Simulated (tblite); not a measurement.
Compound: C2H7NSSi2.
SMILES with atom numbers: `[N:1]#[C:2][SiH2:3][CH2:4][S:5][SiH3:6]` (hydrogens: H7, H8 on Si3; H9, H10 on C4; H11, H12, H13 on Si6)

The geometry is computed with GFN2-xTB (gas phase).

Question: Give the optimised bond lengths and angles.

Answer: 
```tsv
bond	length (Å)	order
N1≡C2	1.145	triple
C2–Si3	1.871	single
Si3–C4	1.904	single
C4–S5	1.834	single
S5–Si6	2.142	single
Si3–H7, Si3–H8	1.462	single
C4–H9, C4–H10	1.089	single
Si6–H11, Si6–H12	1.459	single
Si6–H13	1.449	single
```

Bonds in one row agree within 0.01 Å and their mean is given. Orders are formal, as drawn. A selection of angles:
```tsv
angle	degrees
N1–C2–Si3	179.3
C2–Si3–C4	104.9
C2–Si3–H7	107.4
C4–Si3–H7	111.1
H7–Si3–H8	114.6
Si3–C4–S5	108.5
Si3–C4–H9	112.0
S5–C4–H9	107.8
H9–C4–H10	108.4
C4–S5–Si6	99.6
S5–Si6–H11	107.3
S5–Si6–H13	103.5
H11–Si6–H12	110.3
H11–Si6–H13	113.8
```

Torsions: C2–Si3–C4–S5 180° (antiperiplanar); Si3–C4–S5–Si6 180° (antiperiplanar).

Si3 (SiH2 silicon) is distorted tetrahedral (angles from 104.9° to 114.6°). The 6 heavy atoms lie in one plane (0.000 Å rms). Si6 (SiH3 silicon) is distorted tetrahedral (angles from 103.5° to 113.9°). S5 (sulfur bonded to C and Si) is bent (angle 99.6°). The C–Si distances run from 1.871 Å (C2–Si3, drawn single) to 1.904 Å (Si3–C4, drawn single), a spread of 0.033 Å.

Point group: Cs (tolerance 0.08 Å). Its GFN2-xTB frequencies are all real (lowest 36 cm⁻¹). The numbers are those of one conformer. 3 starts were optimised and ended at 0.00, 1.16 and 1.57 kcal/mol (GFN2-xTB); the lowest of these is shown.
